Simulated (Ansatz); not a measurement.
`F[SiH](F)F` and `[F][SnH]([F])[F]` differ in one element.

Ansatz, PBE0-D4/def2-TZVP geometries, multiplicity 1. 

Elements past krypton have def2 core potentials.

```
                                        property  `F[SiH](F)F`
           HOMO–LUMO gap (B3LYP/def2-TZVPP) / eV         11.73
           LUMO energy (ωB97M-V/def2-TZVPP) / eV          2.71
             HOMO–LUMO gap (PBE/def2-TZVPP) / eV          9.69
size of the dipole moment (B3LYP/def2-TZVPP) / D          1.32
            HOMO–LUMO gap (PBE0/def2-TZVPP) / eV         12.25
         HOMO–LUMO gap (ωB97M-V/def2-TZVPP) / eV         16.26
```

Question: What does the change do to each property? (Best estimate.)

Answer: The calculation gave: 
| property | `[F][SnH]([F])[F]` | shift |
| --- | --- | --- |
| HOMO–LUMO gap (B3LYP/def2-TZVPP) / eV | 8.26 | -3.47 |
| LUMO energy (ωB97M-V/def2-TZVPP) / eV | -0.06 | -2.77 |
| HOMO–LUMO gap (PBE/def2-TZVPP) / eV | 6.13 | -3.56 |
| size of the dipole moment (B3LYP/def2-TZVPP) / D | 3.32 | 2.00 |
| HOMO–LUMO gap (PBE0/def2-TZVPP) / eV | 8.90 | -3.35 |
| HOMO–LUMO gap (ωB97M-V/def2-TZVPP) / eV | 13.32 | -2.94 |

With PBE0 the HOMO rises by 0.17 eV and the LUMO falls by 3.18 eV, so the gap narrows by about 3.35 eV. PBE moves the HOMO by 0.26 eV and ωB97M-V by 0.18 eV. Dipoles are sizes alone; their direction can turn.

B3LYP here is the variant with VWN-RPA as its local correlation; programs differ in this.
